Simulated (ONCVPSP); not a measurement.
**What one change does to a pseudopotential (Zn (Z = 30), ONCV)**

| Item | Value |
| --- | --- |
| Element | Zn |
| Generator | ONCVPSP 4.0.1 |
| Type | optimised norm-conserving Vanderbilt (ONCV) |
| Functional | PBEsol |
| Relativity | fully relativistic |
| Frozen core | [Ne] |
| Valence charge | 20 |
| Reference configuration | 3s2 3p6 3d10 4s1 4p1 |
| Partial waves | 3s+4s: rc 1.20 bohr, ncon 3, nbas 6, qcut 8.7 1/bohr, 3 projectors, debl 0.5 Ha; 3p+4p: rc 1.30 bohr, ncon 3, nbas 6, qcut 12.3 1/bohr, 2 projectors; 3d: rc 0.70 bohr, ncon 4, nbas 8, qcut 14.6 1/bohr, 1 projector |
| Local potential | polynomial inside 0.55 bohr (lpopt 5, dvloc0 -1 Ha) |
| Core correction | Teter function fitted to the true core (icmod 2), fcfact 0.15 |

Open shells are filled in proportion to 2j + 1.

All-electron outer shells of the reference configuration (PBEsol, scalar-relativistic, ld1.x):

```tsv
shell	level (eV)	outermost node (bohr)	outermost maximum (bohr)
2s	-1159.40	0.07	0.19
2p	-1005.59	–	0.15
3s	-131.16	0.28	0.59
3p	-85.50	0.25	0.59
3d	-12.36	–	0.57
4s	-7.41	0.85	2.04
4p	-2.09	0.92	2.89
```

Change: scalar-relativistic.

Cutoffs: the cutoffs (Ha) at which the residual kinetic energy of the hardest occupied pseudo-wave falls to 1 and 0.1 mHa per electron; they do not see the model core or the augmentation charge, which bear on the density cutoff. Errors are all-electron minus pseudo energies relative to the spin-unpolarised reference configuration.

Problem. How do hardness, ghosts and transferability respond?

Solution. The potential gets neither clearly harder nor softer (431 Ha and 506 Ha → 430 Ha and 505 Ha); a bound ghost appears in p, which as a rule spoils a file; of the 4 tests that both files solve, the error grows in 0 and shrinks in 2 by more than 15 % and 0.3 meV (median size 1.0 → 0.4 meV).

```tsv
quantity	base	changed
cutoff, loose	431 Ha	430 Ha
cutoff, tight	506 Ha	505 Ha
loose cutoff by channel	s 17 Ha, p 45 Ha, d 431 Ha	s 17 Ha, p 45 Ha, d 430 Ha
bound ghosts	none	p
GHOST(+) flags under 300 eV	p1/2 at 155.0 eV	none
error for 3s2 3p6 3d10 4s2 4p0, meV [ΔE -5.13 eV]	-0.2	+0.5
error for 3s2 3p6 3d10 4s1 4p0, meV [ΔE 4.78 eV]	+0.1	-0.1
error for 3s2 3p6 3d10 4s0 4p0, meV [ΔE 23.12 eV]	+1.7	-0.2
error for 3s2 3p6 3d9 4s2 4p0, meV [ΔE 12.81 eV]	+6.8	+5.5
s: phases at 1.22 bohr within 0.05 rad from the reference energy up to (Ha; the scan ends near 5)	to the end of the scan	to the end of the scan
rms error of d²Exc/dni dnj with the model core, mHa	5.80	1.14
```

 A true bound ghost makes a file unfit for plane-wave use even where its test errors are small: the radial tests pick states by their node count and pass the ghost by.
